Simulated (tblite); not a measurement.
Compound: C₃H₁₀GeO₃S.
Numbering: `[CH3:1][O:2][GeH2:3][O:4][CH2:5][S@@:6]([CH3:7])=[O:8]` (hydrogens: H9, H10, H11 on C1; H12, H13 on Ge3; H14, H15 on C5; H16, H17, H18 on C7)

Computed with GFN2-xTB (tblite), gas phase: L-BFGS steps from a force-field or distance-geometry start until the largest atomic force falls under 0.01 eV/Å.

Step 108: E = -786.6258 eV
```
atom  x, y, z in Å  |  force x, y, z in eV/Å
C1      3.5800    0.3929   -0.0851   -0.012  -0.018  -0.016
O2      2.6120   -0.1616   -0.9442    0.031   0.046   0.042
Ge3     1.0387   -0.8216   -0.5509    0.034  -0.046  -0.034
O4      0.4051    0.5078    0.5417   -0.111   0.020  -0.012
C5     -0.8786    0.8049    0.8590    0.051   0.012  -0.019
S6     -1.9266   -0.7643    0.8022   -0.100   0.014   0.006
C7     -3.4289   -0.0474    0.0071    0.009  -0.026   0.000
O8     -1.2436   -1.5266   -0.2673   -0.047   0.003   0.022
H9      3.2168    1.3296    0.3437    0.057   0.008  -0.021
H10     4.4732    0.5805   -0.6858   -0.019   0.034   0.049
H11     3.8359   -0.2812    0.7368   -0.005  -0.029  -0.050
H12     1.2199   -2.0403    0.3130    0.046   0.005   0.000
H13     0.5269   -0.8791   -1.9505    0.038   0.003   0.016
H14    -0.9500    1.1913    1.8850    0.012  -0.057  -0.094
H15    -1.3293    1.5078    0.1481    0.020   0.008   0.085
H16    -3.8954   -0.8401   -0.5709    0.005   0.009   0.074
H17    -4.0883    0.2753    0.8059   -0.009   0.036  -0.058
H18    -3.1762    0.7787   -0.6488   -0.001  -0.022   0.011
```

Step 109: E = -786.6270 eV
```
atom  x, y, z in Å  |  force x, y, z in eV/Å
C1      3.5771    0.3906   -0.0862    0.005  -0.004   0.012
O2      2.6106   -0.1584   -0.9471   -0.024  -0.001   0.006
Ge3     1.0387   -0.8253   -0.5511    0.030   0.031  -0.024
O4      0.4019    0.5103    0.5365    0.001  -0.029  -0.025
C5     -0.8780    0.8056    0.8592    0.009  -0.014  -0.046
S6     -1.9282   -0.7635    0.8039   -0.041   0.012  -0.007
C7     -3.4258   -0.0483    0.0057    0.026  -0.024   0.024
O8     -1.2427   -1.5249   -0.2657   -0.045  -0.014   0.033
H9      3.2125    1.3248    0.3448    0.056   0.040  -0.002
H10     4.4712    0.5820   -0.6841   -0.010   0.023   0.050
H11     3.8291   -0.2861    0.7345    0.013  -0.032  -0.050
H12     1.2244   -2.0368    0.3193    0.044  -0.012   0.001
H13     0.5245   -0.8706   -1.9482    0.034  -0.022  -0.008
H14    -0.9460    1.1887    1.8837    0.001  -0.024  -0.013
H15    -1.3279    1.5096    0.1511   -0.027   0.033   0.059
H16    -3.8919   -0.8411   -0.5673   -0.033  -0.058   0.015
H17    -4.0843    0.2758    0.8014   -0.061   0.068   0.006
H18    -3.1737    0.7744   -0.6513    0.022   0.028  -0.032
```

Step 110: E = -786.6280 eV
```
atom  x, y, z in Å  |  force x, y, z in eV/Å
C1      3.5837    0.3895   -0.0899   -0.001   0.021   0.008
O2      2.6086   -0.1534   -0.9452   -0.013   0.001   0.008
Ge3     1.0387   -0.8245   -0.5475    0.005   0.040  -0.001
O4      0.4001    0.5057    0.5540   -0.025  -0.042  -0.035
C5     -0.8825    0.8055    0.8642    0.030  -0.022  -0.031
S6     -1.9349   -0.7638    0.8089    0.025   0.005  -0.074
C7     -3.4263   -0.0504    0.0004   -0.045  -0.010   0.023
O8     -1.2423   -1.5272   -0.2567   -0.072   0.005   0.080
H9      3.2263    1.3259    0.3435    0.058   0.027  -0.004
H10     4.4762    0.5781   -0.6921   -0.027   0.013   0.050
H11     3.8370   -0.2883    0.7290    0.014  -0.039  -0.044
H12     1.2290   -2.0453    0.3142    0.034   0.026  -0.026
H13     0.5175   -0.8489   -1.9446    0.043  -0.033   0.018
H14    -0.9584    1.1930    1.8868    0.008  -0.029  -0.022
H15    -1.3262    1.5082    0.1504   -0.023   0.016   0.057
H16    -3.8978   -0.8499   -0.5622   -0.008  -0.009   0.038
H17    -4.0847    0.2873    0.7931   -0.027   0.048  -0.036
H18    -3.1726    0.7651   -0.6672    0.024  -0.016  -0.008
```

Problem. Estimate the geometry and energy of step 111. (The exact step hangs on the optimiser's Hessian estimate; all steps are aligned on step 110, rigid shifts and turns removed.)

Solution. E = -786.6293 eV, largest force 0.102 eV/Å
```
atom  x, y, z in Å  |  force x, y, z in eV/Å
C1      3.5882    0.3900   -0.0921   -0.006   0.013   0.009
O2      2.6085   -0.1517   -0.9440    0.015   0.024   0.027
Ge3     1.0397   -0.8242   -0.5460    0.006   0.047   0.054
O4      0.3981    0.5019    0.5614   -0.029  -0.035  -0.049
C5     -0.8851    0.8046    0.8663    0.021  -0.022  -0.008
S6     -1.9390   -0.7644    0.8086    0.045   0.013  -0.074
C7     -3.4284   -0.0506   -0.0009   -0.079   0.005   0.023
O8     -1.2449   -1.5257   -0.2575   -0.067  -0.004   0.077
H9      3.2362    1.3284    0.3418    0.045   0.013  -0.002
H10     4.4800    0.5777   -0.6955   -0.030   0.003   0.032
H11     3.8434   -0.2889    0.7254    0.007  -0.030  -0.043
H12     1.2301   -2.0470    0.3122    0.033   0.026  -0.022
H13     0.5226   -0.8472   -1.9410    0.017  -0.032  -0.028
H14    -0.9645    1.1930    1.8889    0.015  -0.038  -0.033
H15    -1.3275    1.5080    0.1522   -0.011   0.006   0.051
H16    -3.9036   -0.8523   -0.5574    0.001  -0.003   0.024
H17    -4.0880    0.2926    0.7889   -0.011   0.046  -0.029
H18    -3.1745    0.7623   -0.6723    0.026  -0.033  -0.008
```

The energy changes by -0.0013 eV. The first-order estimate −F·Δx gives -0.0017 eV and the mean of the old and new forces, exact on a quadratic surface, -0.0013 eV. The step makes an angle of 73° with the force vector and moves no atom by more than 0.010 Å.

What follows is the cost of the whole relaxation. On one thread, Intel Xeon at 2.70 GHz (x86_64), shared host with 64 logical CPUs at a one-minute load of 58, this took 2.9 s wall.
